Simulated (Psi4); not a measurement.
ClSn (SMILES [Cl][Sn+]), charge +1, singlet, at a GFN2-xTB geometry (such geometries of metal compounds can be far from the true shape) (core potentials on Sn); PBE0/def2-SVP (Psi4).

The Psi4 input:
```
memory 2 GB

molecule mol {
1 1
  Sn   -0.000000   -0.000000   -0.582865
  Cl    0.000000    0.000000    1.714309
}

set basis def2-svp
set reference rks

energy('pbe0')
print_variables()
```

The log (banner, timings and long lists left out):

```
   => Loading Basis Set <=

    Name: DEF2-SVP
    Role: ORBITAL
    Keyword: BASIS

    !!!  WARNING: ECP capability is in beta. Please check occupations closely.  !!!

         ---------------------------------------------------------
                                   SCF
               by Justin Turney, Rob Parrish, Andy Simmonett
                          and Daniel G. A. Smith
                              RKS Reference
         ---------------------------------------------------------

  ==> Geometry <==

    Molecular point group: c2v
    Full point group: C_inf_v

    Geometry (in Angstrom), charge = 1, multiplicity = 1:

       Center              X                  Y                   Z               Mass
    ------------   -----------------  -----------------  -----------------  -----------------
         SN           0.000000000000     0.000000000000    -0.518686590905   119.902201630000
         CL           0.000000000000     0.000000000000     1.778487409095    34.968852682000

  Running in c2v symmetry.

  Rotational constants: A = ************  B =      0.11800  C =      0.11800 [cm^-1]
  Rotational constants: A = ************  B =   3537.45667  C =   3537.45667 [MHz]
  Nuclear repulsion =   86.154673869101771

  Charge       = 1
  Multiplicity = 1
  Electrons    = 38
  Nalpha       = 19
  Nbeta        = 19

  ==> Algorithm <==

  SCF Algorithm Type is DF.
  DIIS enabled.
  MOM disabled.
  Fractional occupation disabled.
  Guess Type is SAD.
  Energy threshold   = 1.00e-06
  Density threshold  = 1.00e-06
  Integral threshold = 1.00e-12

  ==> Primary Basis <==

  Basis Set: DEF2-SVP
    Blend: DEF2-SVP
    Number of shells: 18
    Number of basis functions: 44
    Number of Cartesian functions: 47
    Spherical Harmonics?: true
    Max angular momentum: 2

  Core potential: DEF2-SVP
    Number of shells: 4
    Number of ECP primitives: 18
    Number of ECP core electrons: 28
    Max angular momentum: 3

  ==> DFT Potential <==

   => LibXC <=

    Version 7.1.2
    S. Lehtola, C. Steigemann, M. J. T. Oliveira, and M. A. L. Marques,  SoftwareX 7, 1–5 (2018) (10.1016/j.softx.2017.11.002)

   => Composite Functional: PBE0 <=

    PBE0 Hyb-GGA Exchange-Correlation Functional

    C. Adamo and V. Barone,  J. Chem. Phys. 110, 6158 (1999) (10.1063/1.478522)
    M. Ernzerhof and G. E. Scuseria,  J. Chem. Phys. 110, 5029 (1999) (10.1063/1.478401)

    Deriv               =              1
    GGA                 =           TRUE
    Meta                =          FALSE

    Exchange Hybrid     =           TRUE
    MP2 Hybrid          =          FALSE

   => Exchange Functionals <=

    0.7500   Perdew, Burke & Ernzerhof

   => Exact (HF) Exchange <=

    0.2500               HF

   => Correlation Functionals <=

    1.0000   Perdew, Burke & Ernzerhof

   => LibXC Density Thresholds  <==

    XC_HYB_GGA_XC_PBEH:  1.00E-15

   => Molecular Quadrature <=

    Radial Scheme          =       TREUTLER
    Pruning Scheme         =           NONE
    Nuclear Scheme         =       TREUTLER

    Blocking Scheme        =         OCTREE
    BS radius alpha        =              1
    Pruning alpha          =              1
    Radial Points          =             75
    Spherical Points       =            302
    Total Points           =          41637
    Total Blocks           =            388
    Max Points             =            256
    Max Functions          =             44
    Weights Tolerance      =       1.00E-15

   => Loading Basis Set <=

    Name: (DEF2-SVP AUX)
    Role: JKFIT
    Keyword: DF_BASIS_SCF

  ==> Integral Setup <==

  SCF_SUBTYPE=INCORE selected. In-core MEM_DF algorithm will be used.
  Using in-core AOs.

  ==> MemDFJK: Density-Fitted J/K Matrices <==

    J tasked:                   Yes
    K tasked:                   Yes
    wK tasked:                   No
    Algorithm:                 Core
    Schwarz Cutoff:           1E-12
    Mask sparsity (%):       0.3099
    Fitting Condition:        1E-10

   => Auxiliary Basis Set <=

  Basis Set: (DEF2-SVP AUX)
    Blend: DEF2-UNIVERSAL-JKFIT
    Number of shells: 84
    Number of basis functions: 346
    Number of Cartesian functions: 464
    Spherical Harmonics?: true
    Max angular momentum: 5

  Minimum eigenvalue in the overlap matrix is 3.4300499047E-02.
  Reciprocal condition number of the overlap matrix is 1.0775797797E-02.
    Using symmetric orthogonalization.

  ==> Pre-Iterations <==

  SCF Guess: Superposition of Atomic Densities via on-the-fly atomic UHF (no occupation information).

   -------------------------
    Irrep   Nso     Nmo
   -------------------------
     A1        21      21
     A2         3       3
     B1        10      10
     B2        10      10
   -------------------------
    Total      44      44
   -------------------------

  ==> Iterations <==

                           Total Energy        Delta E     RMS |[F,P]|

   @DF-RKS iter SAD:  -672.88564940749256   -6.72886e+02   0.00000e+00
   @DF-RKS iter   1:  -673.94684843643154   -1.06120e+00   9.36703e-03 ADIIS/DIIS
   @DF-RKS iter   2:  -673.90259711440467    4.42513e-02   1.28570e-02 ADIIS/DIIS
   @DF-RKS iter   3:  -673.97223009278810   -6.96330e-02   3.13999e-03 ADIIS/DIIS
   @DF-RKS iter   4:  -673.97612582811951   -3.89574e-03   3.48539e-04 ADIIS/DIIS
   @DF-RKS iter   5:  -673.97617213253909   -4.63044e-05   7.98969e-05 DIIS
   @DF-RKS iter   6:  -673.97617465893325   -2.52639e-06   1.07316e-05 DIIS
   @DF-RKS iter   7:  -673.97617473365653   -7.47233e-08   2.57751e-06 DIIS
   @DF-RKS iter   8:  -673.97617473697767   -3.32113e-09   4.01972e-07 DIIS
  Energy and wave function converged.

  ==> Post-Iterations <==

   Electrons on quadrature grid:
      Ntotal   =   37.9999958996 ; deviation = -4.100e-06

    Orbital Energies [Eh]
    ---------------------

    Doubly Occupied:

       1A1  -101.898459     2A1    -9.749289     3A1    -7.486702
       1B1    -7.482578     1B2    -7.482578     4A1    -5.448548
       2B2    -3.783146     2B1    -3.783146     5A1    -3.775036
       6A1    -1.346443     1A2    -1.346443     7A1    -1.342978
       3B2    -1.339887     3B1    -1.339887     8A1    -1.046733
       9A1    -0.719399    10A1    -0.555810     4B2    -0.555789
       4B1    -0.555789

    Virtual:

       5B1    -0.334671     5B2    -0.334671    11A1    -0.227901
      12A1    -0.066711    13A1     0.022261     6B2     0.028754
       6B1     0.028754     2A2     0.093231    14A1     0.093232
       7B2     0.098507     7B1     0.098507    15A1     0.226981
      16A1     0.434107    17A1     0.576877     3A2     0.576881
       8B1     0.602906     8B2     0.602906    18A1     0.648001
       9B1     0.763124     9B2     0.763124    19A1     1.029465
      10B2    14.121097    10B1    14.121097    20A1    14.575874
      21A1    51.332649

    Final Occupation by Irrep:
             A1    A2    B1    B2
    DOCC [    10,    1,    4,    4 ]
    NA   [    10,    1,    4,    4 ]
    NB   [    10,    1,    4,    4 ]

  @DF-RKS Final Energy:  -673.97617473697767

   => Energetics <=

    Nuclear Repulsion Energy =             86.1546738691017708
    One-Electron Energy =               -1173.7031253129212018
    Two-Electron Energy =                 448.3821993147324747
    DFT Exchange-Correlation Energy =     -34.8099226078907478
    Empirical Dispersion Energy =           0.0000000000000000
    VV10 Nonlocal Energy =                  0.0000000000000000
    Total Energy =                       -673.9761747369776685

Computation Completed

Properties will be evaluated at   0.000000,   0.000000,   0.000000 [a0]

Properties computed using the SCF density matrix

 Multipole Moments:

 ------------------------------------------------------------------------------------
     Multipole            Electronic (a.u.)      Nuclear  (a.u.)        Total (a.u.)
 ------------------------------------------------------------------------------------

 L = 1.  Multiply by 2.5417464519 to convert [e a0] to [Debye]
 Dipole X            :          0.0000000            0.0000000            0.0000000
 Dipole Y            :          0.0000000            0.0000000            0.0000000
 Dipole Z            :        -36.7070325           35.5706568           -1.1363756
 Magnitude           :                                                    1.1363756

 ------------------------------------------------------------------------------------

  Variable Map:
  ----------------------------------------------------------------------------
  "CURRENT ENERGY"              =>    -673.976174736978
  "CURRENT REFERENCE ENERGY"    =>    -673.976174736978
  "DD SOLVATION ENERGY"         =>       0.000000000000
  "DFT FUNCTIONAL TOTAL ENERGY" =>    -673.976174736978
  "DFT TOTAL ENERGY"            =>    -673.976174736978
  "DFT VV10 ENERGY"             =>       0.000000000000
  "DFT XC ENERGY"               =>     -34.809922607891
  "GRID ELECTRONS ALPHA"        =>      18.999997949796
  "GRID ELECTRONS BETA"         =>      18.999997949796
  "GRID ELECTRONS TOTAL"        =>      37.999995899591
  "NUCLEAR REPULSION ENERGY"    =>      86.154673869102
  "ONE-ELECTRON ENERGY"         =>   -1173.703125312921
  "PCM POLARIZATION ENERGY"     =>       0.000000000000
  "PE ENERGY"                   =>       0.000000000000
  "SCF ITERATION ENERGY"        =>    -673.976174736978
  "SCF ITERATIONS"              =>       8.000000000000
  "SCF TOTAL ENERGY"            =>    -673.976174736978
  "TWO-ELECTRON ENERGY"         =>     448.382199314732
  "XC GRID RADIAL POINTS"       =>      75.000000000000
  "XC GRID SPHERICAL POINTS"    =>     302.000000000000
  "XC GRID TOTAL POINTS"        =>   41637.000000000000

  Array Variable Map:
  ----------------------------------------------------------------------------
  "CURRENT DIPOLE"              =>       0.000000000000 ... -1.136375648633 1 by 3
  "SCF DIPOLE"                  =>       0.000000000000 ... -1.136375648633 1 by 3
  "SCF TOTAL ENERGIES"          =>    -672.885649407493 ... -673.976174736978 1 by 9
```
